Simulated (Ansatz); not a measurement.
Reaction (redistribution): `C[SiH](F)N[SiH2]O` + `C[SiH](O)O[SiH2]O` → `C[SiH](F)O[SiH2]O` + `C[SiH](O)N[SiH2]O`

Computed with Ansatz on PBE0-D4/def2-TZVP structures; ΔE is electronic, products minus reactants. CCSD(T)/CBS is the MP2 limit (def2-TZVPP, def2-QZVPP) plus CCSD(T) − MP2 in def2-TZVPP, frozen cores. DFT in def2-TZVPP. B3LYP here is the variant with VWN-RPA as its local correlation; programs differ in this. Each species was taken in one conformer, which may not be the lowest.

`C[SiH](F)N[SiH2]O`:

```xyz
14

C     1.672   -0.338   -0.810
Si    0.647    1.169   -0.500
F     1.293    1.963    0.739
N    -0.969    0.718   -0.139
Si   -1.547   -0.782    0.484
O    -0.742   -1.252    1.838
H     1.319   -0.877   -1.692
H     1.634   -1.017    0.045
H     2.716   -0.060   -0.974
H     0.644    2.140   -1.620
H    -1.662    1.450   -0.204
H    -3.002   -0.585    0.724
H    -1.309   -1.904   -0.452
H    -0.694   -0.625    2.562
```

`C[SiH](O)O[SiH2]O`:

Cartesian coordinates in Å:
```
C -2.450 -0.006 -0.262
Si -0.701 -0.584 -0.370
O -0.059 0.007 -1.760
O 0.165 -0.036 0.922
Si 1.641 0.627 1.095
O 2.639 0.131 -0.126
H -2.496 1.085 -0.275
H -2.917 -0.361 0.660
H -3.031 -0.383 -1.107
H -0.605 -2.068 -0.337
H 0.896 -0.061 -1.850
H 1.558 2.098 0.976
H 2.192 0.203 2.405
H 3.170 -0.652 0.028
```

`C[SiH](F)O[SiH2]O`:

```xyz
13

C     0.472   -0.675   -1.877
Si    0.286   -1.247   -0.133
F     1.693   -1.048    0.614
O    -0.825   -0.379    0.678
Si   -1.026    1.097    1.355
O     0.261    2.071    1.065
H     0.757    0.380   -1.904
H    -0.469   -0.789   -2.420
H     1.240   -1.252   -2.398
H    -0.071   -2.676   -0.010
H    -2.183    1.763    0.723
H    -1.226    0.892    2.810
H     1.090    1.862    1.497
```

`C[SiH](O)N[SiH2]O`:

Z-matrix (Å, degrees):
```
C
Si 1 1.852
H 1 1.093 2 110.7
H 1 1.092 2 111.0 3 -120.6
H 1 1.092 2 110.4 3 119.2
O 2 1.647 1 106.7 3 -63.5
N 2 1.734 1 111.2 3 59.1
H 2 1.489 1 112.5 3 176.1
H 6 0.962 2 113.7 1 168.8
Si 7 1.709 2 122.1 1 168.3
H 7 1.010 2 117.1 1 -36.8
O 10 1.659 7 106.7 2 40.4
H 10 1.486 7 108.5 2 161.1
H 10 1.487 7 113.1 2 -76.9
H 12 0.958 10 116.9 7 -148.7
```

| level | ΔE (kcal/mol) | difference from CCSD(T)/CBS |
| --- | --- | --- |
| B3LYP-D4 | 0.6 | 0.0 |
| ωB97X-V | 0.6 | 0.0 |
| ωB97M-V | 0.6 | 0.0 |
| B2PLYP | 0.4 | -0.2 |
| PBE0 | 0.5 | -0.1 |
| SCS-MP2/def2-TZVPP | 0.4 | -0.2 |
| CCSD/def2-TZVPP | 0.4 | -0.2 |
| CCSD(T)/def2-TZVPP | 0.5 | -0.1 |
| MP2/def2-QZVPP | 0.5 | -0.1 |
| SCS-MP2/def2-QZVPP | 0.4 | -0.2 |
| CCSD(T)/CBS | 0.6 | 0 |

Largest T1 diagnostic among the species: 0.011.
